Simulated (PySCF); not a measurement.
C4H11NOSi2.
Numbering: `[CH3:1][C:2](=[O:3])[Si@@H:4]1[CH2:5][CH2:6][SiH2:7][NH:8]1` (hydrogens: H9, H10, H11 on C1; H12 on Si4; H13, H14 on C5; H15, H16 on C6; H17, H18 on Si7; H19 on N8)

Structure used (GFN2-xTB), in Å, numbered top down from 1:
```xyz
19
C4H11NOSi2 angstrom
C      2.5926    0.3079   -0.8532
C      2.2044   -0.2968    0.4694
O      3.0279   -0.6839    1.2674
Si     0.3305   -0.4262    0.8757
C     -0.7248   -1.2841   -0.4535
C     -2.1121   -0.6347   -0.4294
Si    -1.9251    1.2298   -0.1157
N     -0.3971    1.1387    0.7061
H      3.6636    0.4920   -0.9057
H      2.3082   -0.3874   -1.6412
H      2.0384    1.2306   -1.0069
H      0.1853   -0.9981    2.2188
H     -0.2810   -1.1363   -1.4399
H     -0.8066   -2.3614   -0.3075
H     -2.6563   -0.8609   -1.3467
H     -2.6907   -1.0717    0.3859
H     -2.9658    1.7791    0.7557
H     -1.7832    2.0260   -1.3410
H     -0.0182    1.9465    1.1693
```

Computed at PBE0/pcSseg-1 (PySCF, non-relativistic), with Q(17O) = −0.0256 b, Q(14N) = 0.02044 b: O3, 17O (I = 5/2): χzz = 12.85 MHz, η = 0.594; N8, 14N (I = 1): χzz = -3.527 MHz, η = 0.384.

**Question.** Find the zero-field quadrupole resonance frequencies of 17O at O3.

**Answer.** From the eigenvalues of H = χ/[4I(2I − 1)] × [3Iz² − I(I + 1) + η(Ix² − Iy²)], steps between neighbouring levels, labelled as for η = 0: ±1/2↔±3/2 2.558 MHz, ±3/2↔±5/2 3.636 MHz (carbonyl oxygen).

**Question.** Find the zero-field quadrupole resonance frequencies of 14N at N8.

**Answer.** From ν± = (3/4)|χ|(1 ± η/3) and ν0 = |χ|η/2: ν+ 2.984 MHz, ν− 2.307 MHz, ν0 0.678 MHz (nitrogen bridging silicon atoms).

In a crystal, neighbours and librations shift these lines. The structure is a single GFN2-xTB conformer in the gas phase; no vibrational or solvent corrections. GFN2-xTB bond lengths can be off by several hundredths of an ångström, more for odd bonds, and the gradients follow them. A larger basis could move these couplings by a tenth or more.
